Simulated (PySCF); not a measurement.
C3H4O2Si, SMILES C=C1OC(=O)[SiH2]1.

Coordinates come from a PBE0-D3(BJ)/def2-SVP optimisation. This is a generated structure with no PubChem entry under its InChIKey; it may be hypothetical.

Two levels are set side by side: TDA-PBE/def2-SVPD (PySCF) and TDA-ωB97X/def2-SVPD (PySCF). Vertical, same geometry. The lowest singlet is HOMO−1→LUMO 95 % with PBE and HOMO−1→LUMO 72 %, HOMO−1→LUMO+2 23 % with the other functional; states are paired by order. Differences are taken from unrounded values.

| quantity | TDA-ωB97X |
|---|---|
| lowest singlet excitation (eV) | 5.02 |
| lowest triplet excitation (TDA) (eV) | 4.07 |
| first bright state (f over 0.05) (eV) | 6.83 |
| its oscillator strength | 0.07 |

What does TDA-PBE give, and how far is it from TDA-ωB97X? (An estimate is asked for; the answer gives what the named calculation found.)


| quantity | TDA-PBE | TDA-PBE minus TDA-ωB97X |
|---|---|---|
| lowest singlet excitation (eV) | 4.61 | -0.41 |
| lowest triplet excitation (TDA) (eV) | 3.90 | -0.16 |
| first bright state (f over 0.05) (eV) | 6.61 | -0.22 |
| its oscillator strength | 0.34 | 0.27 |

A lower first singlet is the usual sign of a functional without exact exchange. Differences between two approximate levels are no errors against the true value.

Rough cost on one machine, each run with all the roots and properties that it gave: TDA-ωB97X against TDA-PBE about 4 times.
